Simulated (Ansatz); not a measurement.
`C[SiH](F)[SiH3]` + `[AsH3]` → `C[SiH]([SiH3])[AsH2]` + H–F  (ligand exchange at the Si–F bond)

Calculated with Ansatz (gas phase, PBE0-D4/def2-TZVP geometries, no zero-point term in ΔE). CCSD(T)/CBS is the MP2 limit (def2-TZVPP, def2-QZVPP) plus CCSD(T) − MP2 in def2-TZVPP, frozen cores. This one scheme is used for every species. DFT in def2-TZVPP. B3LYP here is the variant with VWN-RPA as its local correlation; programs differ in this. For As outer-core shells are correlated without core-valence functions, which leaves a few kJ/mol of doubt a bond. Scalar relativity is left out up to krypton.

```json
{"level": "r2SCAN-D4", "ΔE (eV)": "0.99"}
{"level": "PBE0-D4", "ΔE (eV)": "0.83"}
{"level": "B3LYP-D4", "ΔE (eV)": "1.01"}
{"level": "B2PLYP", "ΔE (eV)": "1.08"}
{"level": "r2SCAN", "ΔE (eV)": "1.02"}
{"level": "B3LYP", "ΔE (eV)": "1.15"}
{"level": "HF/def2-QZVPP", "ΔE (eV)": "1.34"}
{"level": "MP2/def2-QZVPP", "ΔE (eV)": "0.88"}
```

Question: What does CCSD(T)/CBS give? (Best estimate.)

Answer: Ansatz gave: +0.92 eV. The listed levels differ from it by 0.07, -0.09, 0.09, 0.16, 0.10, 0.23, 0.42, -0.04 eV.

Largest T1 diagnostic among the species: 0.012.

The D4 term adds −0.14 eV with B3LYP and −0.08 eV with PBE0; it sums over pairs of atoms, weighted by their polarisabilities, and B3LYP, whose exchange is more repulsive, gets the larger term. In def2-TZVPP, CCSD(T) changes the Hartree–Fock value by −0.36 eV (the triples alone add −0.06 eV) and MP2 by −0.42 eV.
